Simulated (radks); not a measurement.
Results of a calculation; reference values are marked as such.
These are the eigenvalues of the occupied orbitals of an atom or ion with whole-number occupations (eV). Code: a radial shooting solver on a logarithmic mesh with Libxc functionals. Model: scalar-relativistic Kohn-Sham, r2SCAN, spin-polarised, spherical densities, finite nucleus; meta-GGA in the generalised Kohn-Sham scheme; Fermi nuclear charge, rms radius of each element as measured or else 0.836 A^(1/3) + 0.57 fm.

1s up: -31725.86
1s down: -31725.72
2s up: -4917.070
2s down: -4916.569
2p up: -4415.201
2p down: -4414.751
3s up: -1017.797
3s down: -1017.625
3p up: -853.5908
3p down: -853.3378
3d up: -605.8595
3d down: -605.4063
4s up: -208.4183
4s down: -206.8063
4p up: -156.8877
4p down: -155.2964
4d up: -81.1428
4d down: -79.5023
5s up: -47.1715
5s down: -44.1693
5p up: -35.0360

Which element is it, and in what charge state? The configuration may be excited. Open shells, if any, are filled with parallel spins first.

Answer. Z = 52, tellurium, charge +3: Te3+ in [Kr] 4d9 5s2 5p2. The list shows which subshells hold electrons but not how many an open one holds; the 1s level, -1165.9 hartree, gives Z - s = 48.3 by -(Z - s)^2/2, which with screening and relativity narrows Z to a few neighbours, and the depths of the outer levels then fix element, charge and occupations together.
